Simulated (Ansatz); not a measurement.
Reaction (redistribution): `[OH][AlH][SiH2]O` + `O[Si](O)(F)N[SiH2]F` → `O[SiH2][Al]([OH])[OH]` + `O[SiH](F)N[SiH2]F`

Isolated molecules relaxed with PBE0-D4/def2-TZVP in Ansatz; ΔE leaves out vibrations. CCSD(T)/CBS adds triple-zeta CCSD(T) − MP2 to the extrapolated MP2 energy (def2 sets, frozen cores). Functionals use def2-TZVPP. B3LYP here is the variant with VWN-RPA as its local correlation; programs differ in this. One conformer a species, not always the lowest.

```csv
level,ΔE (kcal/mol),difference from CCSD(T)/CBS
PBE-D4,-6.8,0.1
r2SCAN-D4,-6.2,0.7
PBE0-D4,-5.9,1.0
B3LYP-D4,-6.6,0.3
ωB97X-V,-6.2,0.7
ωB97M-V,-6.1,0.8
B2PLYP,-7.4,-0.5
PBE,-7.3,-0.4
r2SCAN,-6.3,0.6
PBE0,-6.3,0.6
B3LYP,-7.4,-0.5
HF/def2-TZVPP,-4.6,2.3
MP2/def2-TZVPP,-7.7,-0.8
SCS-MP2/def2-TZVPP,-7.4,-0.5
CCSD/def2-TZVPP,-6.3,0.6
CCSD(T)/def2-TZVPP,-6.5,0.4
HF/def2-QZVPP,-4.6,2.3
MP2/def2-QZVPP,-7.9,-1.0
SCS-MP2/def2-QZVPP,-7.6,-0.7
HF/CBS(def2),-4.6,2.3
MP2/CBS(def2),-8.1,-1.2
CCSD/CBS(def2),-6.6,0.3
CCSD(T)/CBS,-6.9,0
```

Largest T1 diagnostic among the species: 0.013.

In def2-TZVPP, CCSD(T) changes the Hartree–Fock value by −1.9 kcal/mol (the triples alone add −0.2 kcal/mol) and MP2 by −3.1 kcal/mol. The D4 term adds +0.8 kcal/mol with B3LYP and +0.4 kcal/mol with PBE0; it sums over pairs of atoms, weighted by their polarisabilities, and B3LYP, whose exchange is more repulsive, gets the larger term. From PBE to PBE0 (25 % exact exchange), in def2-TZVPP and without D4, ΔE moves by +1.0 kcal/mol.
